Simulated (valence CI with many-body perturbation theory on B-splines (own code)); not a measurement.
**Cs¹⁵⁺: magnetic and hyperfine properties of the levels**

Level of theory: relativistic CI+MBPT: four valence electrons over a frozen Dirac-Fock core [Kr], radial functions for each j: 7 s, 7 p, 8 d, 6 f, 4 g, 1 h, with the one-electron correlation potential Σ1, the two-electron term Σ2, the three-electron term Σ3, Breit, model QED; selected CI, second order for the rest, scaled by the run's own slope (own B-spline code, finite nucleus).

No measured levels were compared; by estimate terms of the open shell hold to 2 to 4 % of their energy, and close levels can change places. Excitations out of the core, of the other parity, are not computed and may begin above about 66.7 eV (a cautious bound); beyond it only levels of the ground parity were kept, without lifetimes.

A/g_I is the dipole constant over the nuclear g factor μ/I (μ in nuclear magnetons, uniformly magnetised nucleus), B/Q the quadrupole constant per barn. Both hold the static response of the core; the bare values leave it out. Large factors of s and p1/2 electrons are usually good to 5 to 10 %; those of open d and f shells near neutrality can be off by tens of per cent, and small factors of p3/2, d and f electrons come from cancelling terms and can be off by a factor of two or in sign, in half-filled shells by more. B is blank for J = 1/2, where it vanishes, and for nearly pure S terms. Energies count from the lowest level. Levels with J = 0 are left out.

Names give the largest LS component (configuration and term), which can be under half, so a name can repeat, a term be missing and a line seem to break the LS rules; names also repeat where a configuration has a term twice. Letters in brackets count levels of one name in rising energy.

```tsv
Level	E (cm⁻¹)	g	A/g_I (MHz)	A/g_I bare	B/Q (MHz/b)	B/Q bare
4d4 5D_1	9613	1.498	-405	89.7	1530	1430
4d4 5D_2	17857	1.472	614	1080	1240	1160
4d4 5D_3	24241	1.449	1380	1820	-736	-706
4d4 5D_4	28337	1.377	2180	2540	-3510	-3330
4d4 3H_4	44018	0.984	3340	3240	1160	1090
4d4 3G_3	52306	0.895	3670	3480	724	682
4d4 3H_5	54821	1.073	3120	3130	3120	2940
4d4 3F_2 [a]	54953	0.830	3450	3180	1760	1670
4d4 3P_1 [a]	56971	1.357	2200	2530	-227	-226
4d4 3H_6	59599	1.119	3150	3210	3160	2980
4d4 3G_4	65134	1.030	3440	3400	-1800	-1690
4d4 3D_2	67835	1.231	2360	2550	522	485
4d4 3F_4 [a]	69934	1.147	2520	2610	489	462
4d4 3F_3 [a]	70626	1.173	3020	3140	1070	1010
4d4 3F_3 [b]	76561	1.099	2320	2350	331	320
4d4 3G_5	80978	1.159	2600	2700	-2040	-1930
4d4 3P_2 [a]	82700	1.164	3540	3650	922	863
4d4 3D_1	84964	0.660	4610	4140	1110	1050
4d4 1I_6	85179	1.045	3190	3160	4510	4260
4d4 1G_4 [a]	95558	1.088	2650	2680	1930	1830
4d4 3P_2 [b]	98292	1.185	2650	2780	158	144
4d4 1F_3	102830	1.060	3020	3010	3470	3290
4d4 3P_2 [c]	110260	1.199	2610	2760	1750	1660
4d4 3F_4 [b]	118040	1.166	2220	2330	179	171
4d4 3F_2 [b]	121990	0.911	3880	3700	2700	2550
4d4 3F_3 [c]	122560	1.069	3290	3290	4380	4120
4d4 3P_1 [b]	124090	1.483	135	613	-1530	-1440
4d4 1G_4 [b]	130970	1.049	3360	3340	2590	2450
4d4 1D_2	158830	0.999	3150	3070	-4850	-4570
4d3 5s 5F_1	948600	0.083	-14500	-13700	-1010	-952
4d3 5s 5F_2	953150	0.989	19000	17700	-1630	-1540
4d3 5s 5F_3	963840	1.237	13900	13100	-1180	-1130
4d3 5s 3F_2	970560	0.816	-2330	-2070	-1570	-1490
4d3 5s 5F_4	973100	1.309	11800	11300	-982	-945
4d3 5s 5F_5	979810	1.314	11500	11100	-348	-349
```

Q: Take the isotope of mass number 134, with I = 4, μ = 2.9893 μN and Q = 0.37 b. What is the hyperfine structure of 4d4 3H_4?

A: From the table A = 2490 MHz, B = 430 MHz. Shifts from the centre of gravity in MHz: F = 0: -49600, F = 1: -47100, F = 2: -42200, F = 3: -34800, F = 4: -24900, F = 5: -12500, F = 6: 2380, F = 7: 19900, F = 8: 39900.
